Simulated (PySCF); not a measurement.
## Shieldings and the share of exact exchange

Molecule: SMILES CO[SiH2]Cl, CH5ClOSi.

Atoms are numbered as in `[CH3:1][O:2][SiH2:3][Cl:4]`. Hydrogens are named by the atom that carries them.

GIAO shieldings (ppm, equivalent atoms averaged) in PySCF on the PBE0-D3(BJ)/def2-SVP geometry, basis pcSseg-2, gas phase, non-relativistic:

```csv
functional,exact exchange (%),σ(C1),σ(O2),σ(Si3),σ(Cl4)
BLYP,0,120.3,289.6,327.6,889.5
BP86,0,124.5,295.0,334.0,897.1
PBE,0,124.8,294.8,334.3,896.8
B3LYP,20,125.9,301.2,341.9,909.6
PBE0,25,131.1,308.2,352.7,921.6
BHandHLYP,50,132.9,314.8,364.4,934.5
HF,100,143.3,332.7,406.8,971.2
```

(1) Fit each shielding as a line in the percentage of exact exchange.

(2) What does the line predict for mPW1PW91 (25 %), and what does the run give?

Results:

(1) σ(C1) = 123.4 + 0.20 x (rms 1.8 ppm); σ(O2) = 294.1 + 0.40 x (rms 2.4 ppm); σ(Si3) = 331.1 + 0.74 x (rms 3.2 ppm); σ(Cl4) = 895.8 + 0.77 x (rms 3.6 ppm). The functionals also differ in their semilocal parts, which the line can't hold; Hartree–Fock has no correlation at all.

(2) σ(C1): 128.4 predicted, 130.4 computed; σ(O2): 304.1 predicted, 307.8 computed; σ(Si3): 349.6 predicted, 352.3 computed; σ(Cl4): 915.0 predicted, 921.6 computed ppm.
